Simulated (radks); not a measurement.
Numerical settings for the platinum ion Pt+, [Xe] 4f14 5d9. Calculated with a radial shooting solver on a logarithmic mesh with Libxc functionals: scalar-relativistic Kohn-Sham, BLYP, spin-polarised, spherical densities, finite nucleus; open shells are filled with parallel spins first (spin-orbit coupling, left out, can overturn this in heavy ions); Fermi nuclear charge, rms radius 5.427 fm. The defaults (mesh step 0.008 in ln r, mesh end at 40 bohr or more with all orbitals vanishing there, Anderson mixing 0.5 over 9 steps, residual threshold near 1e-9 with the energy settled to 1e-9 hartree or 1e-11 of itself, here a cap of 88 iterations) give E = -18410.344 hartree and 5d at -13.927 eV in 16 iterations. Run on one thread of a shared host, so times are rough (Arm Neoverse V2): 0.27 s of CPU time, 0.27 s wall, 16 iterations on 2314 mesh points. Changes against that run (0 stands for a change within the tolerance of the run):

[
 {"setting": "mesh step in ln r 0.012", "iterations": "15", "converged": "yes", "E (mhartree)": "0", "e(5d) (meV)": "0", "CPU (s)": "0.18"},
 {"setting": "mesh step in ln r 0.003", "iterations": "20", "converged": "yes", "E (mhartree)": "0", "e(5d) (meV)": "0", "CPU (s)": "0.79"},
 {"setting": "mesh step in ln r 0.03", "iterations": "15", "converged": "yes", "E (mhartree)": "+0.00505", "e(5d) (meV)": "0", "CPU (s)": "0.08"},
 {"setting": "mesh end (bohr) 12", "iterations": "16", "converged": "yes", "E (mhartree)": "0", "e(5d) (meV)": "+0.00829", "CPU (s)": "0.26"},
 {"setting": "mesh end (bohr) 8", "iterations": "16", "converged": "yes", "E (mhartree)": "+0.107", "e(5d) (meV)": "+7.72", "CPU (s)": "0.25"},
 {"setting": "residual threshold 0.001", "iterations": "10", "converged": "yes", "E (mhartree)": "0", "e(5d) (meV)": "-1.02", "CPU (s)": "0.19"},
 {"setting": "residual threshold 1e-05", "iterations": "12", "converged": "yes", "E (mhartree)": "0", "e(5d) (meV)": "-0.0989", "CPU (s)": "0.22"},
 {"setting": "mixing 0.05", "iterations": "23", "converged": "yes", "E (mhartree)": "0", "e(5d) (meV)": "0", "CPU (s)": "0.37"},
 {"setting": "linear mixing, mixing 0.05", "iterations": "88", "converged": "no", "E (mhartree)": "-3.39", "e(5d) (meV)": "-79", "CPU (s)": "1.4"},
 {"setting": "linear mixing, mixing 1", "iterations": "88", "converged": "no", "E (mhartree)": "+1.16e+06", "e(5d) (meV)": "+1.3e+04", "CPU (s)": "4.4"},
 {"setting": "mixing history 3", "iterations": "19", "converged": "yes", "E (mhartree)": "0", "e(5d) (meV)": "0", "CPU (s)": "0.31"},
 {"setting": "iteration cap 2", "iterations": "2", "converged": "no", "E (mhartree)": "+2.14e+03", "e(5d) (meV)": "-2.04e+04", "CPU (s)": "0.05"}
]

No run marked as converged misses the energy by more than 1 mhartree. A mesh that ends early acts as a hard wall.
